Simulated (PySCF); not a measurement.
Ga(F)(vinyl)(OH) (C₂H₄FGaO), SMILES [OH][Ga]([F])[CH]=C.

Geometry optimised at PBE-D3(BJ)/def2-SVP. The structure was generated by enumeration; whether it is a known compound was not checked. One conformer was computed; it need not be the lowest.

These are B3LYP/def2-TZVP (PySCF) values and carry that method's errors.

Isolated molecule, no solvent.

**Question.** Estimate the frontier levels, gap, dipole moment and polarisability. (Estimate from the structure and the level; the computed values follow.)

**Answer.** 
```
Quantity                                                                                                        Value
---------------------------------------------------------------------------------------------  ----------------------
highest occupied level                                                                                       -8.25 eV
lowest empty level                                                                                           -1.71 eV
orbital gap                                                                                                   6.54 eV
dipole moment                                                                                                  1.85 D
quadrupole, principal values (traceless, Buckingham form, about the centre of nuclear charge)   -9.09, 0.86, 8.24 D·Å
mean static polarisability                                                                       52.5 bohr³ (7.78 Å³)
polarisability, principal values                                                               35.0, 52.9, 69.7 bohr³
```
